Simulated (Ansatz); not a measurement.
**Which is lower?**

The two ends of one reaction step of Si$_{4}$H$_{11}$O$_{4}$F, singlet (PBE0-D4/def2-TZVP).

A:

Si1  (-1.061, 0.815, 1.219)
O2  (-0.157, 0.208, -1.946)
Si3  (0.745, -1.141, -2.202)
O4  (-0.103, 2.015, 0.774)
Si5  (1.234, 2.474, -0.073)
O6  (-0.222, -0.498, 1.581)
Si7  (-0.154, -2.123, 1.807)
F8  (-1.890, 1.312, 2.472)
H9  (-0.987, 0.131, -1.455)
O10  (-2.132, 0.399, 0.048)
H11  (1.325, -1.669, -0.936)
H12  (-0.056, -2.230, -2.826)
H13  (1.848, -0.742, -3.108)
H14  (2.140, 1.319, -0.280)
H15  (0.825, 3.065, -1.367)
H16  (1.927, 3.500, 0.745)
H17  (-0.840, -2.816, 0.688)
H18  (-0.821, -2.467, 3.088)
H19  (1.272, -2.518, 1.856)
H20  (-2.893, 0.967, -0.085)
(Å)

B:

| atom | x (Å) | y (Å) | z (Å) |
| --- | --- | --- | --- |
| Si1 | -0.4471 | -0.5999 | 0.3790 |
| O2 | 0.1800 | -1.1704 | -0.9792 |
| Si3 | 0.4670 | -1.0155 | -2.5859 |
| O4 | 0.2428 | 0.7623 | 0.8769 |
| Si5 | 0.7122 | 2.3007 | 0.5483 |
| O6 | -0.3231 | -1.7146 | 1.5290 |
| Si7 | 0.2185 | -2.0197 | 3.0456 |
| F8 | -2.0024 | -0.3341 | 0.1515 |
| H9 | -1.3007 | 2.1395 | -2.4664 |
| O10 | -1.1682 | 1.4933 | -1.7699 |
| H11 | 1.2697 | -2.1990 | -2.9850 |
| H12 | -0.8026 | -1.0166 | -3.3526 |
| H13 | 1.2444 | 0.2136 | -2.8742 |
| H14 | 1.4338 | 2.3783 | -0.7444 |
| H15 | -0.4521 | 3.2185 | 0.5525 |
| H16 | 1.6375 | 2.6947 | 1.6410 |
| H17 | -0.4485 | -1.1193 | 4.0200 |
| H18 | 1.6875 | -1.8147 | 3.1150 |
| H19 | -0.1060 | -3.4300 | 3.3653 |
| H20 | -2.0429 | 1.2330 | -1.4665 |

Ansatz 0.2.0; basis: def2-TZVPP; cores frozen in the correlated methods. B3LYP uses VWN-RPA correlation.

(1) Which structure is lower at CCSD(T), and by how much? (Judge from chemistry; the value comes from the calculation.)

The T1 diagnostic stays at or below 0.012.

Answers

(1) The calculation gives: B, by 18.5 kJ/mol (electronic energy, against the other). By their contacts, A is a complex of Si₃H₇O₃F ([OH][Si]([F])([O][SiH3])[O][SiH3]) + SiH₄O ([OH][SiH3]) and B is a complex of Si₄H₉O₃F ([F][Si]([O][SiH3])([O][SiH3])[O][SiH3]) + H₂O.

All methods give the same order:

```json
{"method": "SPW92", "E(B) − E(A) (kJ/mol)": "-8.5"}
{"method": "PBE-D4", "E(B) − E(A) (kJ/mol)": "-9.9"}
{"method": "BLYP-D4", "E(B) − E(A) (kJ/mol)": "-12.7"}
{"method": "r2SCAN-D4", "E(B) − E(A) (kJ/mol)": "-16.2"}
{"method": "B97M-V", "E(B) − E(A) (kJ/mol)": "-18.8"}
{"method": "PBE0-D4", "E(B) − E(A) (kJ/mol)": "-14.0"}
{"method": "B3LYP-D4", "E(B) − E(A) (kJ/mol)": "-15.5"}
{"method": "r2SCAN0-D4", "E(B) − E(A) (kJ/mol)": "-18.2"}
{"method": "BHLYP-D4", "E(B) − E(A) (kJ/mol)": "-20.6"}
{"method": "CAM-B3LYP-D4", "E(B) − E(A) (kJ/mol)": "-16.6"}
{"method": "wB97X-V", "E(B) − E(A) (kJ/mol)": "-17.7"}
{"method": "wB97M-V", "E(B) − E(A) (kJ/mol)": "-18.2"}
{"method": "B2PLYP", "E(B) − E(A) (kJ/mol)": "-17.9"}
{"method": "PBE-QIDH", "E(B) − E(A) (kJ/mol)": "-18.2"}
{"method": "RPA on PBE", "E(B) − E(A) (kJ/mol)": "-18.7"}
{"method": "HF", "E(B) − E(A) (kJ/mol)": "-27.4"}
{"method": "MP2", "E(B) − E(A) (kJ/mol)": "-18.1"}
{"method": "CCSD", "E(B) − E(A) (kJ/mol)": "-20.3"}
{"method": "CCSD(T)", "E(B) − E(A) (kJ/mol)": "-18.5"}
```

Labels in which every atom is bracketed show which atoms are joined, not bond orders.

For scale, one of the runs: CCSD(T)/def2-TZVPP, 477 basis functions, launched by `ansatz run in.yaml --threads 4 --pin off --events-out ev --progress --plain --max-ram 41984MiB --backend cuda --devices 0, --max-vram 37GiB`. The run took 79 s on 4 CPU threads of an AMD EPYC 7R13 and a share of one NVIDIA H100 (shared host), with 1.2 GiB of host memory at its peak.
